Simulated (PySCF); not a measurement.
**Calculated NMR parameters of C=C(C#C[SiH2]C)CCl**

```
Formula                               : C6H9ClSi
SMILES                                : C=C(C#C[SiH2]C)CCl
Point group of the computed structure : C1
Degrees of unsaturation               : 3
Carbon signals                        : 6
Proton signals                        : 5
```

Mapped SMILES: `[CH2:1]=[C:2]([C:3]#[C:4][SiH2:5][CH3:6])[CH2:7][Cl:8]` (H(Xn): hydrogen on atom n). Ha(C1) is cis to C3; Hb(C1) is trans to C3.

- shielding tensors at PBE0/pcSseg-1 (GIAO)
- geometry from GFN2-xTB
- run in PySCF 2.14
- rapidly exchanging positions averaged, no solvent, relativity neglected, one conformer

References, each an isolated molecule treated in the same way: ¹H, ¹³C, ²⁹Si vs TMS.

| carbon | δC, type | δH (multiplicity) | HMBC from (2–3 bonds) | span of the C tensor (ppm) |
| --- | --- | --- | --- | --- |
| C1 | 135.4, CH2 | Ha(C1) 5.98 (m); Hb(C1) 5.96 (m) | H(C7) | 219 |
| C2 | 137.1, C | – | Ha(C1), Hb(C1), H(C7) | 219 |
| C3 | 113.4, C | – | Ha(C1), Hb(C1), H(Si5), H(C7) | 302 |
| C4 | 100.6, C | – | H(Si5), H(C6) | 205 |
| C6 | -4.8, CH3 | 0.38 (t) | H(Si5) | 10 |
| C7 | 55.2, CH2 | 4.13 (s) | Ha(C1), Hb(C1) | 37 |

Other nuclei:
```
 atoms  nucleus                          environment  δ (ppm)  σ (ppm)
H(Si5)       ¹H  hydrogen on a silicon bonded to 2 C     4.54    27.17
   Si5     ²⁹Si           silicon bonded to 2 C, 2 H    -68.9    418.1
```

- Carbon types of the structure: 3 × C, 2 × CH2, 1 × CH3, leaving 2 H on heteroatoms.
- δC 137.1: fully substituted alkene carbon; the olefinic region.
- δC 135.4: terminal =CH2 carbon; as expected for a trigonal carbon in a double bond.
- δC 113.4, 100.6: alkyne carbon.
- δC 55.2: allylic sp3 CH2 bonded to Cl; deshielded by the electronegative neighbour.
- δC -4.8: methyl carbon bonded to Si; an electropositive neighbour leaves it electron-rich and shielded.

Carbons that carry Cl, above all several Cl atoms, come out too deshielded, partly because spin–orbit coupling is missing. Shifts are as computed. Against solution values, carbons near 30 ppm lie about +3 ppm off and those near 130 ppm about +5 ppm; carbons on Cl a further +6 ppm. Of 1211 compounds with measured shifts, 218 miss one by over three times the rms of a fit or turn the order of signals round; such compounds aren't used in these exercises. No couplings were computed; multiplicities are counted from neighbouring protons, with m where these are inequivalent, close in shift, in a saturated or five-membered ring or joined by F or P, and br s for small geminal =CH2 splittings.
